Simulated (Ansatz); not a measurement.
Input for Ansatz (an electronic-structure program): R-MP2/cc-pV(T+d)Z on C3H4ClF (SMILES F[C@@H]1C[C@H]1Cl), atoms moved off the minimum. Files ending in .json are basis or fitting sets from the Basis Set Exchange.

Ansatz 0.2 input:
```yaml
crystal:
  periodic: [false, false, false]
  atoms:
    - {symbol: F, position_ang: [-0.83205662, 1.98294766, 0.58851640]}
    - {symbol: C, position_ang: [-0.62308919, 0.84449667, -0.12761199]}
    - {symbol: C, position_ang: [-1.34372769, -0.40519828, 0.17351031]}
    - {symbol: C, position_ang: [0.09077876, -0.21115299, 0.44244194]}
    - {symbol: Cl, position_ang: [1.31398520, -1.13878134, -0.51566592]}
    - {symbol: H, position_ang: [-0.44981405, 1.14814721, -1.20867977]}
    - {symbol: H, position_ang: [-1.96474556, -0.40679275, 1.01285044]}
    - {symbol: H, position_ang: [-1.61061240, -1.02810187, -0.66511244]}
    - {symbol: H, position_ang: [0.45429956, -0.14589721, 1.49411812]}
basis:
  gaussian:
    orbitals: cc-pV_T+d_Z.json
magnetization: {spin_polarized: false}
correlation: {method: mp2, electrons: outside_noble_gas}
scf: {lower_state_search: off}
output: {forces: true}
```

What total energy does the run end on?

-675.8449 hartree.

How many basis functions does it have, and what does it roughly cost on one machine?

215 functions; very roughly 19 core-seconds.
